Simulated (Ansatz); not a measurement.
Question: Predict a relaxed structure of `C[Si](C)(C)C#Cc1ccc(-c2ccc(-c3ccc(-c4ccc(-c5ccc(-c6ccc(C#C[Si](C)(C)C)s6)s5)s4)s3)s2)s1`, charge 0, singlet, at PBE-D4/def2-SVP (Ansatz).

Answer: 
Cartesian coordinates in Å:
```
C -8.324 0.606 -13.521
Si -9.178 -0.248 -12.066
C -9.656 -2.018 -12.531
C -10.701 0.731 -11.523
C -7.995 -0.315 -10.648
C -7.190 -0.369 -9.707
C -6.283 -0.424 -8.635
C -5.057 -1.093 -8.549
C -4.412 -0.924 -7.305
C -5.126 -0.123 -6.407
C -4.779 0.258 -5.062
C -5.507 1.015 -4.140
C -4.847 1.194 -2.905
C -3.593 0.576 -2.849
C -2.658 0.555 -1.754
C -2.865 0.951 -0.429
C -1.721 0.809 0.387
C -0.609 0.300 -0.290
C 0.715 0.032 0.206
C 1.843 -0.424 -0.483
C 2.987 -0.566 0.333
C 2.765 -0.219 1.669
C 3.703 -0.231 2.762
C 5.093 -0.367 2.708
C 5.711 -0.335 3.978
C 4.813 -0.172 5.036
C 5.073 -0.089 6.450
C 4.161 0.008 7.507
C 4.773 0.067 8.778
C 6.170 0.017 8.726
C 7.099 0.052 9.780
C 7.924 0.084 10.704
Si 9.136 0.141 12.098
C 8.299 0.989 13.566
C 10.650 1.123 11.536
C 9.629 -1.627 12.550
S 6.714 -0.104 7.058
S 3.172 -0.068 4.425
S 1.103 0.292 1.897
S -1.008 0.004 -1.972
S -3.251 -0.241 -4.361
S -6.620 0.427 -7.132
H -9.006 0.658 -14.396
H -8.024 1.639 -13.255
H -7.413 0.053 -13.827
H -10.151 -2.532 -11.682
H -8.761 -2.609 -12.813
H -10.355 -2.019 -13.392
H -11.193 0.252 -10.653
H -10.428 1.766 -11.236
H -11.440 0.787 -12.350
H -4.660 -1.687 -9.382
H -3.443 -1.377 -7.050
H -6.498 1.430 -4.371
H -5.258 1.776 -2.069
H -3.833 1.321 -0.066
H -1.694 1.069 1.454
H 1.826 -0.650 -1.558
H 3.958 -0.926 -0.031
H 5.642 -0.468 1.763
H 6.796 -0.423 4.134
H 3.074 0.029 7.348
H 4.229 0.143 9.729
H 7.391 0.435 13.879
H 7.997 2.024 13.308
H 8.990 1.036 14.433
H 11.399 1.183 12.353
H 11.134 0.643 10.661
H 10.370 2.156 11.248
H 10.354 -1.627 13.390
H 8.744 -2.220 12.858
H 10.101 -2.141 11.688
```
 This is one stationary point.

Single mean-field runs in def2-SVP are fitted with def2-universal-jkfit.
